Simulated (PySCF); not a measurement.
Compound: 1-benzothiophene 1,1-dioxide, C8H6O2S.
Cartesian coordinates in Å at the PBE0-D3(BJ)/def2-SVP level; atoms count from 1:
```xyz
17
C8H6O2S angstrom
O     -2.1208   -1.0700    1.7897
S     -1.8215   -0.9170    0.3718
O     -2.2919   -1.9127   -0.5818
C     -2.2582    0.7213   -0.1847
C     -1.1674    1.4299   -0.5003
C      0.1037    0.7095   -0.3228
C      1.3983    1.1659   -0.5552
C      2.4739    0.3053   -0.3165
C      2.2656   -0.9954    0.1432
C      0.9685   -1.4645    0.3805
C     -0.0792   -0.5977    0.1402
H     -3.3090    1.0060   -0.2346
H     -1.1950    2.4580   -0.8681
H      1.5692    2.1824   -0.9177
H      3.4928    0.6570   -0.4923
H      3.1193   -1.6527    0.3216
H      0.7876   -2.4789    0.7418
```

Definitions: NICS(0) = −σiso at the ring centroid; NICS(1) = −σiso and NICS(1)zz = −σzz at ±1 Å along the ring normal z. Level: GIAO PBE0/pcSseg-1 (PySCF, non-relativistic, gas phase) on the PBE0-D3(BJ)/def2-SVP geometry, one conformer.

Ring bond lengths (Å), with Mayer bond orders in brackets: S2–C4 1.784 (0.89), C4–C5 1.338 (1.76), C5–C6 1.472 (1.05), C6–C11 1.399 (1.29), C11–S2 1.786 (0.83); C6–C7 1.392 (1.39), C7–C8 1.398 (1.42), C8–C9 1.395 (1.45), C9–C10 1.400 (1.40), C10–C11 1.381 (1.45), C11–C6 1.399 (1.29).

**Question.** What do the NICS probes read (ppm)?

**Answer.** 
| ring | type | NICS(0) | NICS(1), two faces | NICS(1)zz, two faces | rms pucker (Å) | centre to ring atoms, mean (Å) |
| --- | --- | --- | --- | --- | --- | --- |
| S2–C4–C5–C6–C11 | 5-membered ring with S; formal bonds 1 aromatic, 1 double, 3 single | 1.6 | -1.0 / -1.0 | 5.3 / 5.3 | 0.00 | 1.32 |
| C6–C7–C8–C9–C10–C11 | 6-membered carbocycle; formal bonds all aromatic | -8.2 | -10.7 / -10.7 | -25.6 / -25.6 | 0.00 | 1.39 |

**Question.** What do they say, and how far can they be read as aromaticity?

**Answer.** 
- S2–C4–C5–C6–C11: mean NICS(1)zz 5.3 ppm, deshielded. S2 has four or more neighbours, so the value isn't read as a sign of a π ring current.
- C6–C7–C8–C9–C10–C11: mean NICS(1)zz -25.6 ppm, shielded. The ring is flat and has no four-coordinate atom; by the NICS criterion it is aromatic, though in fused rings the probe also feels the neighbouring ring.

**Question.** How equal are the bonds by HOMA? HOMA = 1 − mean of α(R − Ropt)² over the ring bonds, with Krygowski's 1993 parameters (CC: Ropt 1.388 Å, α 257.7 Å⁻²).

**Answer.** 
- C6–C7–C8–C9–C10–C11: HOMA 0.98 = 1 − EN − GEO, with mean bond length 1.394 Å, EN = α(Ropt − mean)² = 0.010 and GEO = α × variance = 0.011. The geometric and the magnetic index point the same way.

**Question.** What field does 14.1 T along the ring normal induce along that normal at the first NICS(1) probe listed for ring S2–C4–C5–C6–C11, 1 Å off the ring?

**Answer.** NICSzz × B0 = 5.3 ppm × 14.1 T = 75 μT, along the applied field.

**Question.** List the ring angles and the Hirshfeld charges of the ring atoms.

**Answer.** 
- S2–C4–C5–C6–C11: S2 92.0° (+0.503 e), C4 111.1° (-0.062 e), C5 114.6° (-0.027 e), C6 112.6° (-0.006 e), C11 109.7° (-0.030 e); sum 540.0° against 540° for a flat convex ring.
- C6–C7–C8–C9–C10–C11: C6 118.9° (-0.006 e), C7 119.0° (-0.038 e), C8 121.0° (-0.034 e), C9 120.4° (-0.033 e), C10 117.6° (-0.029 e), C11 123.0° (-0.030 e); sum 720.0° against 720° for a flat convex ring.

**Question.** How shielded are the nuclei of the rings and their hydrogens (means over atoms taken as equivalent)?

**Answer.** 
```tsv
atoms	environment	σ isotropic (ppm)
S2	sulfonyl sulfur	169.2
C4	alkene CH carbon	41.8
C5	alkene CH carbon	48.5
C6	substituted aromatic carbon	49.0
C7	aromatic CH carbon	54.6
C8	aromatic CH carbon	46.8
C9	aromatic CH carbon	48.1
C10	aromatic CH carbon	57.0
C11	substituted aromatic carbon	38.2
H12	vinylic hydrogen	24.57
H13	vinylic hydrogen	24.28
H14	aromatic hydrogen	23.91
H15	aromatic hydrogen	23.69
H16	aromatic hydrogen	23.63
```

The list is cut; further classes of hydrogen are left out.

**Question.** How do the values depend on the level or the medium?

**Answer.** 
```csv
level,"NICS(0), S2–C4–C5–C6–C11","mean NICS(1)zz, S2–C4–C5–C6–C11","NICS(0), C6–C7–C8–C9–C10–C11","mean NICS(1)zz, C6–C7–C8–C9–C10–C11"
"PBE0/pcSseg-1, gas",1.6,5.3,-8.2,-25.6
"WP04/pcSseg-2, gas",1.1,6.4,-8.7,-24.5
```

The geometry is the same throughout.
